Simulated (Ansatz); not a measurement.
Cost and result up the ladder for the cluster Cs3Ge3Br9 (15 atoms). The state is a singlet with charge 0. Geometry: PBE-D4/def2-SVP.

Cartesian coordinates in Å:
```
Cs 0.9313 -1.2247 4.4322
Cs -1.0673 3.4317 -0.6289
Cs -2.7242 -3.4478 -1.5504
Ge 2.2309 1.7895 1.6947
Ge 0.6411 -1.2737 0.1279
Ge -0.8240 -0.0266 -3.2969
Br 0.7642 -3.0179 -1.7122
Br -1.0230 -2.5932 1.6063
Br -2.2783 0.0646 -1.1448
Br 1.9018 4.2473 1.2900
Br -1.4773 2.2826 -4.0485
Br 2.6927 -1.9345 1.4686
Br 2.9572 1.7846 4.0745
Br -2.4570 -1.4199 -4.5589
Br -0.2679 1.3380 2.2463
```

Ansatz on 2 threads of AMD EPYC 7R13 on a shared host and a share (18 GiB) of an NVIDIA H100 80GB HBM3. Times are rough, and most runs start from the orbitals of an earlier one. PBE0-D4/def2-TZVP serves as the yardstick here, not as an exact answer. Differences are given only for rows in sets of like size (and for xTB, whose basis is part of the method), since another set adds its own error. Binding counts from free atoms at the same level (Cs doublet, Ge triplet, Br doublet; other spins of the atoms weren't run), without zero-point energy or a counterpoise term.

In the def2 sets Cs takes a core potential; there is no spin–orbit coupling. Correlated methods freeze 108 core orbitals; core or outer-core shells of Cs, Ge, Br are correlated, in sets that lack core-valence functions. The rows differ in basis, and correlated rows in double-zeta sets carry the largest basis error. Single mean-field runs in def2-SVP, def2-TZVP are fitted with def2-universal-jkfit. Another isomer (singlet) lies 0.14 eV lower at PBE0-D4/def2-TZVP; other spin states weren't run for this one.

Correlated methods converge slowly with the basis, most of all in double-zeta sets.

| level | functions | binding energy per atom (eV) | difference from PBE0-D4/def2-TZVP (eV) |
| --- | --- | --- | --- |
| LDA (SPW92)/def2-TZVP | 663 | 3.15 | 0.40 |
| PBE-D4/def2-TZVP (with forces) | 663 | 2.82 | 0.06 |
| MP2/def2-SVP | 456 | 2.61 | – |
| PBE-D4/def2-SVP | 456 | 2.85 | – |
| r2SCAN-D4/def2-TZVP | 663 | 2.80 | 0.04 |
| PBE0-D4/def2-SVP | 456 | 2.78 | – |
| RPA@PBE/def2-SVP | 456 | 2.18 | – |
| PBE0-D4/def2-TZVP | 663 | 2.76 | 0.00 |

Estimate how long each takes.

PBE-D4/def2-SVP 3.9 s; LDA (SPW92)/def2-TZVP 4.9 s; PBE-D4/def2-TZVP (with forces) 8 s; r2SCAN-D4/def2-TZVP 8 s; PBE0-D4/def2-SVP 8.5 s; PBE0-D4/def2-TZVP 9 s; MP2/def2-SVP 9.5 s; RPA@PBE/def2-SVP 11 s. On shared hardware such times vary by a factor of up to 3.
